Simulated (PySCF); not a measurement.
Zn(NH2)(SMe) (CH₅NSZn), SMILES [S](C)[Zn][NH2].

Geometry optimised at ωB97X-D3(BJ)/def2-SVP. The structure was generated by enumeration; whether it is a known compound was not checked. Other conformers were not sampled.

These are PySCF with PBE/def2-TZVP values and carry that method's errors.

Gas-phase values at a fixed geometry.

```json
{
  "total_energy": "-2272.98096 hartree",
  "point_group": "Cs",
  "highest_occupied_level": "-5.47 eV",
  "lowest_empty_level": "-1.36 eV",
  "orbital_gap": "4.11 eV",
  "dipole_moment": "2.15 D",
  "quadrupole, principal values (traceless, Buckingham form, about the centre of nuclear charge)": "-2.22, 0.86, 1.36 D·Å",
  "mean_static_polarisability": "68.3 bohr³ (10.12 Å³)",
  "polarisability_principal_values": "51.1, 59.4, 94.4 bohr³"
}
```
